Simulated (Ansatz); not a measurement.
Input for Ansatz (development build ahead of 0.2.0):

```yaml
crystal:
  periodic: [false, false, false]
  atoms:
    - { symbol: H, position_ang: [-1.16747, -1.12972, -0.81259] }
    - { symbol: H, position_ang: [-1.12242, -1.15728, -1.57307] }
    - { symbol: H, position_ang: [-1.10737, -1.16576, 1.50866] }
    - { symbol: H, position_ang: [-1.18124, -1.10148, 0.76901] }
    - { symbol: H, position_ang: [-1.20545, 1.12533, -0.74715] }
    - { symbol: H, position_ang: [-1.19569, 1.14202, -1.49118] }
    - { symbol: H, position_ang: [-1.13048, 1.17448, 1.48874] }
    - { symbol: H, position_ang: [-1.17427, 1.11854, 0.81001] }
    - { symbol: H, position_ang: [1.18976, -1.13017, -0.77071] }
    - { symbol: H, position_ang: [1.18177, -1.18999, -1.50104] }
    - { symbol: H, position_ang: [1.18798, -1.14627, 1.54246] }
    - { symbol: H, position_ang: [1.15891, -1.18347, 0.82148] }
    - { symbol: H, position_ang: [1.17007, 1.19018, -0.80838] }
    - { symbol: H, position_ang: [1.17654, 1.10914, -1.55902] }
    - { symbol: H, position_ang: [1.19922, 1.10612, 1.57903] }
    - { symbol: H, position_ang: [1.1901, 1.18843, 0.74267] }
basis:
  gaussian: { orbitals: def2-SVP }
hamiltonian:
  xc: hf
```

The input is written out in the form of the current development build from the run's settings.

Output:

```
Converged                       : yes
Total energy                    : -8.95295 hartree
Spin squared of the determinant : 0.000
```

Caution: stretched shape with no unrestricted run beside it, a lower state can exist.
